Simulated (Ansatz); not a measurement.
Total energies of C$_{3}$H$_{3}$BClFO$_{2}$ (`F[B-]1(Cl)OC=CC=[O+]1`).

```xyz
11

F     2.566    0.358    0.576
B     1.274    0.044    0.772
Cl    0.867   -0.505    2.472
O     0.424    1.253    0.459
C    -0.707    1.131   -0.110
C    -1.164   -0.053   -0.660
C    -0.259   -1.097   -0.722
O     0.890   -1.066   -0.178
H    -1.289    2.050   -0.178
H    -2.127   -0.114   -1.141
H    -0.475   -2.001   -1.290
```

Charge 0, multiplicity 1. All single points use the PBE0-D4/def2-TZVP geometry. Basis def2-TZVPP, Ansatz 0.2.0.

RPA on PBE orbitals: Hartree–Fock energy of these orbitals -848.92824 Eh, correlation -2.26457 Eh (frozen core).

```
             functional  energy without D4 (Eh)  D4 term (kJ/mol)
            LDA (SPW92)              -847.28760                 –
                    PBE              -851.16667             -31.1
                 revPBE              -851.57687            -100.2
                 r2SCAN              -851.56975              -7.8
HSE06 (plane-wave form)              -851.18616             -24.4
              CAM-B3LYP              -851.65769             -26.5
                LC-ωPBE              -851.40931                 –
                ωB97X-V              -851.59817                 –
                ωB97M-V              -851.65678                 –
                 B2PLYP              -851.38991                 –
```

(1) Give the same for BLYP, B97M-V, PBE0, B3LYP, r2SCANh, r2SCAN0, BHLYP, PBE-QIDH. (An estimate is asked.)

B3LYP takes the VWN-RPA correlation (the form of Gaussian; ORCA's B3LYP/G). HSE06 is the plane-wave form, built on full-range PBE exchange. The double hybrids freeze the cores in their second-order part.

Results:

(1) Computed: 
| functional | energy without D4 (Eh) | D4 term (kJ/mol) |
| --- | --- | --- |
| BLYP | -851.70177 | -69.4 |
| B97M-V | -851.61203 | – |
| PBE0 | -851.21202 | -26.3 |
| B3LYP | -851.80665 | -50.1 |
| r2SCANh | -851.54578 | -8.2 |
| r2SCAN0 | -851.51181 | -9.1 |
| BHLYP | -851.59816 | -36.2 |
| PBE-QIDH | -851.07249 | – |

LC-ωPBE has ω = 0.4 bohr⁻¹.
